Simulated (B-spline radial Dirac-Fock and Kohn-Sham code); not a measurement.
## Satellites and hypersatellites of the K lines of Fe⁺

System: iron as Fe⁺ in the configuration 1s2 2s2 2p6 3s2 3p6 3d6 4s1, inside a Watson sphere of charge -1 and radius 1.6 Å (a model of the Madelung potential; inside it an electron's potential energy is raised by 9.0 eV).

Input of the calculation (task.json; shells as n, l, electrons):

```json
{"items": [{
  "Z": 26,
  "q": 1,
  "cfg": [[1, 0, 2], [2, 0, 2], [2, 1, 6], [3, 0, 2], [3, 1, 6], [3, 2, 6], [4, 0, 1]],
  "A": 56,
  "rrms": 3.7377,
  "watson": [-1, 1.6],
  "do": ["binding", "quiet", "double"]
}]}
```

Launch: `python xray_run.py task.json out`

These are calculated numbers from a radial atomic solver; the model is multi-electron Dirac-Fock with separately optimised hole states, Breit and Lamb-shift corrections added in first order. Each two-hole energy is an average over J within one jj subconfiguration, not an observable level; in light atoms, where LS coupling holds, the j-resolved values are not observed lines, and for a K spectator the Kα1 hypersatellite is nearly forbidden. No correlation.

Lines without a spectator: Kα2 (K-L2) 6389.7 eV, Kα1 (K-L3) 6401.9 eV, Kβ3 (K-M2) 7053.6 eV, Kβ1 (K-M3) 7055.1 eV. Shifts in eV with one spectator hole (a dash: not computed, or left out as unreliable):

| spectator hole | Kα2 | Kα1 | Kβ3 | Kβ1 |
| --- | --- | --- | --- | --- |
| K (1s) | +272.6 | +274.6 | +339.4 | +339.8 |
| L2 (2p1/2) | +24.96 | +30.6 | – | +69.1 |
| L3 (2p3/2) | +28.52 | +27.30 | +66.9 | – |
| M2 (3p1/2) | – | +2.11 | +4.65 | +6.18 |
| M3 (3p3/2) | +1.92 | – | +5.85 | +5.43 |

With n spectator holes in 2p, averaged over the 2p shell (energies in eV):

```
n    KαLⁿ   step  hypersatellite KαʰLⁿ
0  6397.8      –                6671.8
1  6426.2  +28.4                6701.3
2  6455.6  +29.4                6731.9
3  6486.0  +30.5                6763.6
4  6517.6  +31.6                6796.4
5  6550.3  +32.7                6830.4
```
